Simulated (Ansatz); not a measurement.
Relaxation of Nb₂O₂⁺ with UKS r2SCAN-D4/def2-TZVP.

```sh
$ ansatz run in.yaml --threads 4 --pin off --events-out ev --progress --plain --max-ram 3916MiB
```

```yaml
crystal:
  periodic: [false, false, false]
  atoms:
    - {symbol: Nb, position_ang: [0.362470, -0.450860, -1.304800]}
    - {symbol: Nb, position_ang: [-1.338440, -0.149680, 0.475360]}
    - {symbol: O, position_ang: [0.334910, 0.890170, 0.168550]}
    - {symbol: O, position_ang: [0.641050, -0.289630, 0.660880]}
basis:
  gaussian: {orbitals: def2-TZVP}
total_charge: 1
magnetization: {spin_polarized: true, initial_magnetization: 1}
hamiltonian: {xc: r2scan, dispersion: d4}
scf: {lower_state_search: "off"}
output: {orbitals: {seedname: orbitals}}
relax: {f_tol: 0.02, max_steps: 100}
```

It took 41 s on 4 threads of Arm Neoverse V2 on a shared host.

Positions (Å) and forces (eV/Å) at steps 1, 2, 3, 4, 5, 6, 7, 8 of 8:

```xyz
4
step=1 energy=-7185.5217 eV
Nb    0.362   -0.451   -1.305   -1.055   -0.731   -1.098
Nb   -1.338   -0.150    0.475   -1.773   -0.816   -0.860
O     0.335    0.890    0.169    0.107    5.781   -1.114
O     0.641   -0.290    0.661    2.721   -4.234    3.072
4
step=2 energy=-7186.0479 eV
Nb    0.281   -0.466   -1.291   -0.698   -0.130    0.118
Nb   -1.342   -0.183    0.397   -0.078   -0.296   -0.666
O     0.370    0.942    0.189   -0.184    2.399   -0.642
O     0.691   -0.292    0.704    0.959   -1.973    1.190
4
step=3 energy=-7186.1389 eV
Nb    0.131   -0.475   -1.220    2.893   -0.614   -3.269
Nb   -1.287   -0.230    0.251   -2.858    0.539    3.069
O     0.409    1.000    0.215   -0.007   -0.002    0.117
O     0.746   -0.294    0.755   -0.028    0.077    0.083
4
step=4 energy=-7186.2788 eV
Nb    0.224   -0.474   -1.275   -1.119    0.171    1.105
Nb   -1.330   -0.203    0.343    0.829   -0.274   -1.173
O     0.386    0.982    0.197    0.095    0.241   -0.045
O     0.721   -0.306    0.735    0.194   -0.138    0.114
4
step=5 energy=-7186.3602 eV
Nb    0.194   -0.476   -1.260   -0.541    0.034    0.418
Nb   -1.321   -0.213    0.313    0.595   -0.066   -0.529
O     0.396    0.990    0.204   -0.031    0.033    0.049
O     0.732   -0.301    0.743   -0.022    0.000    0.062
4
step=6 energy=-7186.3702 eV
Nb    0.176   -0.479   -1.256    0.193   -0.043   -0.222
Nb   -1.308   -0.216    0.297   -0.156    0.047    0.210
O     0.398    0.993    0.210   -0.019   -0.002    0.006
O     0.734   -0.299    0.749   -0.019   -0.002    0.006
4
step=7 energy=-7186.3715 eV
Nb    0.180   -0.479   -1.258   -0.004   -0.010   -0.020
Nb   -1.310   -0.215    0.301    0.025    0.008    0.003
O     0.397    0.993    0.209   -0.010   -0.001    0.010
O     0.733   -0.299    0.748   -0.011    0.003    0.008
4
step=8 energy=-7186.3716 eV
Nb    0.180   -0.479   -1.259   -0.001   -0.001   -0.002
Nb   -1.308   -0.214    0.301    0.001    0.000    0.000
O     0.396    0.993    0.209    0.000    0.000    0.001
O     0.732   -0.299    0.749    0.000    0.001    0.001
```

In the def2 sets Nb takes a core potential; there is no spin–orbit coupling. The structure holds 1 bond(s) between oxygen atoms. Another isomer (doublet) lies 3.09 eV lower at PBE0-D4/def2-TZVP; other spin states weren't run for this one.
